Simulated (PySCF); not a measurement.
Isomers of C3H12B2N2, one conformer each; single-point electronic energies without zero-point terms and without any empirical dispersion term.

Computed with PySCF at PBE0/pcSseg-1, non-relativistic, each on one gas-phase PBE0-D3(BJ)/def2-SVP geometry that isn't relaxed in the solvent. The solvent is an IEF-PCM continuum (van der Waals radii × 1.2). The model holds no explicit solvent molecules, cavitation or dispersion.

```tsv
isomer	relative energy, gas (kJ/mol)	dipole (D)
`C=C[B@H-]1[NH2+][B@@H-](C)[NH2+]1`	0.0	0.33
`C=C[B@H-]1[NH2+][B@H-](C)[NH2+]1`	0.6	0.32
`C=C(C)[BH-]1[NH2+][BH2-][NH2+]1`	26.9	0.44
`[NH2+]1[BH2-][NH2+][BH-]1C1CC1`	41.0	0.17
`C=C[B@@H-]1[NH2+][BH2-][N@H+]1C`	59.1	0.45
```

Q: How do the relative energies look in chloroform (ε = 4.711)?

A: 
```tsv
isomer	relative energy, solvent (kJ/mol)	E(solvent) − E(gas) (kJ/mol)	dipole in solvent (D)
`C=C[B@H-]1[NH2+][B@@H-](C)[NH2+]1`	0.0	-21.3	0.40
`C=C[B@H-]1[NH2+][B@H-](C)[NH2+]1`	0.5	-21.4	0.36
`C=C(C)[BH-]1[NH2+][BH2-][NH2+]1`	25.0	-23.2	0.56
`[NH2+]1[BH2-][NH2+][BH-]1C1CC1`	41.7	-20.7	0.25
`C=C[B@@H-]1[NH2+][BH2-][N@H+]1C`	60.2	-20.2	0.63
```

The order is unchanged. Conformers: `[CH2:1]=[CH:2][B@H-:3]1[NH2+:4][B@@H-:5]([CH3:6])[NH2+:7]1` with C1–C2–B3–N4 12°; `[CH2:1]=[CH:2][B@H-:3]1[NH2+:4][B@H-:5]([CH3:6])[NH2+:7]1` with C1–C2–B3–N4 13°; `[CH2:1]=[C:2]([CH3:3])[BH-:4]1[NH2+:5][BH2-:6][NH2+:7]1` with C1–C2–B4–N5 114°; `[BH2-:1]1[NH2+:2][BH-:3]([CH:4]2[CH2:5][CH2:6]2)[NH2+:7]1` with N2–B3–C4–C5 163°; `[CH2:1]=[CH:2][B@@H-:3]1[NH2+:4][BH2-:5][N@H+:6]1[CH3:7]` with C1–C2–B3–N4 117°, C2–B3–N4–B5 -127°, B3–N4–B5–N6 9°, N4–B5–N6–C7 -131°, C2–B3–N6–B5 127°. `C=C(C)[BH-]1[NH2+][BH2-][NH2+]1` gains most from the continuum, while `C=C[B@@H-]1[NH2+][BH2-][N@H+]1C` has the largest gas-phase dipole. The gains span 3.0 kJ/mol, the gas-phase energies 59.1 kJ/mol.
